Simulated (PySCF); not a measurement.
C₃H₇NSi, SMILES N(CC#C)[SiH3].

The structure is a stationary point at PBE0-D3(BJ)/def2-SVP. Other conformers were not sampled.

Calculation: TDA-PBE/def2-SVPD in PySCF.

Vertical excitations. Gas-phase values at a fixed geometry.

**Question.** List the lowest excited states. (Estimate from the structure and the level; the computed values follow.)

**Answer.** 
```
state  energy (eV)  λ (nm)      f                                                                      main pairs
-----  -----------  ------  -----  ------------------------------------------------------------------------------
S1            5.25     236  0.016                                                                  HOMO→LUMO 97 %
S2            5.80     214  0.000                                                                HOMO→LUMO+1 98 %
S3            5.91     210  0.012                                                                HOMO→LUMO+2 92 %
S4            5.99     207  0.006                                                                HOMO−1→LUMO 96 %
S5            6.23     199  0.022                                                                HOMO→LUMO+3 90 %
S6            6.34     196  0.002                                                                HOMO→LUMO+4 97 %
S7            6.39     194  0.056                                                                HOMO−2→LUMO 72 %
S8            6.70     185  0.005                                            HOMO→LUMO+5 49 %, HOMO−1→LUMO+2 43 %
S9            6.71     185  0.004                                            HOMO→LUMO+5 50 %, HOMO−1→LUMO+2 42 %
S10           6.91     179  0.015  HOMO−2→LUMO+1 30 %, HOMO−1→LUMO+1 20 %, HOMO−2→LUMO+2 17 %, HOMO−1→LUMO+3 14 %
T1            4.89     253      0                                                                  HOMO→LUMO 93 %
T2            5.34     232      0      HOMO−1→LUMO+1 30 %, HOMO−2→LUMO 26 %, HOMO−2→LUMO+2 12 %, HOMO→LUMO+2 10 %
T3            5.55     224      0                                              HOMO→LUMO+1 51 %, HOMO−1→LUMO 32 %
T4            5.69     218      0                           HOMO→LUMO+2 53 %, HOMO−1→LUMO+1 26 %, HOMO−1→LUMO 8 %
```
Triplets are in the Tamm–Dancoff approximation.
